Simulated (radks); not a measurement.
All-electron atom: Ti2+ in [Ar] 3d2.

Calculated with a radial shooting solver on a logarithmic mesh with Libxc functionals: non-relativistic Kohn-Sham, exchange-only LDA, spin-unpolarised, spherical densities, point nucleus.

Energy parts (Ry):
part                   energy
total             -1689.57595
kinetic            1689.57595
electron-nucleus  -3988.56705
Hartree             684.86677
exchange            -75.45163

Orbitals (lengths in bohr, moments of r in powers of bohr; r(max) is where P^2 peaks):
orbital  occ.  eigenvalue (Ry)   r(max)   <1/r>
1s          2        -355.5593  0.04623   21.48
2s          2        -39.94257   0.2720   4.479
2p          6        -33.59639   0.2205   4.424
3s          2         -5.57011   0.8763   1.383
3p          6         -3.90020   0.9034   1.262
3d          2         -1.36808   0.9676  0.9211

The highest occupied level is 3d at -18.614 eV. Virial ratio -V/T = 2.00000. The electron density at the nucleus is 7096 e/bohr^3. The density falls to 0.001 e/bohr^3 at r = 3.18 bohr. Summed over all electrons, <r^2> = 17.01 bohr^2, which gives a Langevin (diamagnetic) susceptibility term of -13.5 x 10^-6 cm^3/mol.
